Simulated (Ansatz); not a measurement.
CH$_{3}$HfNO$_{4}$ (`O=C=[N][Hf]([OH])([OH])[OH]`), 10 atoms. Charge 0, multiplicity 1. Correlated methods include outer-core shells of Hf, which these sets cover unevenly. Hf: def2 effective core potential. Hardware: A = 2 threads of an AMD EPYC 7R13 on a shared host and a share of an NVIDIA H100 80 GB; B = 2 threads of an AMD EPYC 7R13 on a shared host. Correlated methods freeze the cores. Open-shell runs search over several starts.

(1) How many basis functions does each run have, and how long does it take in Ansatz? UKS B2PLYP (frozen core)/def2-TZVPP energy of the cation [A]; RHF-CCSD(T)/def2-SVP energy [A]; RKS PBE0-D4/def2-SVP energy [B]; RKS ωB97M-V/def2-QZVPP energy [A]; RHF-MP2/def2-QZVPP energy [A]; RKS ωB97M-V/def2-TZVPP energy and forces [A]; RKS PBE0-D4/def2-TZVP relaxation (11 steps) [A]; RHF-CCSD(T)/def2-TZVPP energy [A]; UKS ωB97X-V/def2-TZVPP energy of the cation [A]; RKS PBE0-D4/def2-QZVPP energy [A]; UHF-CCSD(T)/def2-TZVPP energy of the cation [A]; UHF-MP2/def2-QZVPP energy of the cation [A]. (An estimate is asked.)

Answers

(1) The calculation gave: Other jobs shared the machine, so times are rough.

```tsv
level	job	functions	wall time	peak host memory (GiB)
RHF-CCSD(T)/def2-SVP	energy [A]	131	2.6 s	0.77
RKS ωB97M-V/def2-TZVPP	energy and forces [A]	284	4.5 s	0.94
RKS PBE0-D4/def2-SVP	energy [B]	131	4.6 s	0.34
RHF-MP2/def2-QZVPP	energy [A]	513	6 s	1.1
RHF-CCSD(T)/def2-TZVPP	energy [A]	284	6.5 s	0.82
RKS PBE0-D4/def2-QZVPP	energy [A]	513	6.5 s	1.1
RKS ωB97M-V/def2-QZVPP	energy [A]	513	11 s	1.2
RKS PBE0-D4/def2-TZVP	relaxation (11 steps) [A]	244	30 s	0.88
UKS B2PLYP (frozen core)/def2-TZVPP	energy of the cation [A]	284	50 s	1.2
UKS ωB97X-V/def2-TZVPP	energy of the cation [A]	284	56 s	1.1
UHF-CCSD(T)/def2-TZVPP	energy of the cation [A]	284	72 s	1.8
UHF-MP2/def2-QZVPP	energy of the cation [A]	513	86 s	1.2
```
